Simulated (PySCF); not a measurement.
CH₇GaOP₂, SMILES C[O][Ga]([PH2])[PH2].

Coordinates come from a B3LYP-D3(BJ)/def2-SVP optimisation. Other conformers were not sampled.

Vertical ionisation energy (IE) and electron affinity (EA) in eV. Rows of orbital energies are one-electron estimates. Where ΔSCF, EOM or ADC give a negative EA the extra electron is unbound and the value depends on the basis.

```csv
level,IE,EA
"−ε(HOMO), −ε(LUMO), HF/def2-TZVP (PySCF)",9.31,-1.68
"−ε(HOMO), −ε(LUMO), PBE/def2-TZVP (PySCF)",…,…
```

Task: Complete the blanks. (The exact figures need the calculation; the answer reports its results.)

Result: 
- −ε(HOMO), −ε(LUMO), PBE/def2-TZVP (PySCF), IE: 6.01
- −ε(HOMO), −ε(LUMO), PBE/def2-TZVP (PySCF), EA: 1.88
